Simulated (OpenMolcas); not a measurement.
**Mn2+ in NaF: curves along the breathing mode**

Mn2+ with its 6 nearest fluoride ions, on the Na site of NaF (a = 4.634 Å, distance in the model lattice 2.317 Å). The rest of the host is ab initio model potentials to 7.6 Å, with orthogonalisation functions on the cations behind the ligands, and point charges beyond; the distance is set by hand and nothing relaxes, and no local charge compensation is placed. Ligand basis ANO-RCC-VDZP.

| Item | Value |
| --- | --- |
| Program | OpenMolcas 26.06 |
| Method | CASSCF |
| Basis | ANO-RCC-VDZP [5s4p2d1f] |
| Scalar Hamiltonian | DKH2, point nucleus |
| Active space | 5 electrons in 5 orbitals (3d) |
| State averaging | 2S+1 = 6 even, 1 root; 2S+1 = 4 even, 24 roots; 2S+1 = 2 even, 75 roots |
| Spin-orbit coupling | RASSI with atomic mean-field integrals over the reference wave functions |

Spin-free energies (labels of O, the rotations of Oh) in cm-1 above the lowest fitted minimum, as all ligands move together:

| R (Å) | 6A1 | 4E | 4E(2) | 2A2 | 2E | 2A1 | 2E(2) |
| --- | --- | --- | --- | --- | --- | --- | --- |
| 2.057 | 100 | 31360 | 39150 | 38710 | 42000 | 44470 | 47060 |
| 2.105 | 240 | 31540 | 39320 | 39810 | 42770 | 44680 | 47610 |
| 2.154 | 1750 | 33070 | 40840 | 42140 | 44770 | 46250 | 49530 |
| 2.202 | 4350 | 35690 | 43450 | 45420 | 47730 | 48890 | 52500 |
| 2.25 | 7880 | 39250 | 47000 | 49540 | 51540 | 52460 | 56380 |
| 2.299 | 12340 | 43720 | 51460 | 54490 | 56210 | 56950 | 61160 |
| 2.347 | 17440 | 48840 | 56570 | 60010 | 61480 | 62080 | 66540 |

Cubic fits give the following; the wavenumber is harmonic, with the mass of all moving ligands, small differences in it between states hang on the degree of the fit, a number in brackets counts states of one label, and the table is a selection of at most 14 states with clean curves.

```json
{"State": "6A1", "R0 (Å)": "2.075", "Breathing mode (cm-1)": "417", "Minimum (cm-1)": "0"}
{"State": "4E", "R0 (Å)": "2.073", "Breathing mode (cm-1)": "417", "Minimum (cm-1)": "31270"}
{"State": "4E(2)", "R0 (Å)": "2.074", "Breathing mode (cm-1)": "417", "Minimum (cm-1)": "39060"}
{"State": "2A1", "R0 (Å)": "2.072", "Breathing mode (cm-1)": "416", "Minimum (cm-1)": "44390"}
{"State": "2E(2)", "R0 (Å)": "2.060", "Breathing mode (cm-1)": "422", "Minimum (cm-1)": "47050"}
{"State": "2A2(2)", "R0 (Å)": "2.088", "Breathing mode (cm-1)": "413", "Minimum (cm-1)": "54740"}
{"State": "2E(3)", "R0 (Å)": "2.071", "Breathing mode (cm-1)": "415", "Minimum (cm-1)": "54570"}
{"State": "2A1(2)", "R0 (Å)": "2.058", "Breathing mode (cm-1)": "409", "Minimum (cm-1)": "54580"}
{"State": "2E(4)", "R0 (Å)": "2.090", "Breathing mode (cm-1)": "417", "Minimum (cm-1)": "59520"}
{"State": "2A2(3)", "R0 (Å)": "2.090", "Breathing mode (cm-1)": "428", "Minimum (cm-1)": "62510"}
{"State": "2A1(3)", "R0 (Å)": "2.062", "Breathing mode (cm-1)": "416", "Minimum (cm-1)": "65190"}
{"State": "2E(5)", "R0 (Å)": "2.080", "Breathing mode (cm-1)": "421", "Minimum (cm-1)": "74730"}
```

Without dynamic correlation the repulsion within the d shell is too large (B by tens of per cent), so at a given field states of lower spin stand too high. Ligand-to-metal charge-transfer states are missing. With no ligand orbital active B as a rule stays too high, so bands that hang on it stand too high and its fall with covalency is understated. With metal d orbitals alone and no dynamic correlation 10Dq can be off by a tenth to a fifth, either way, in oxide and fluoride hosts. No measured value stands beside these numbers.
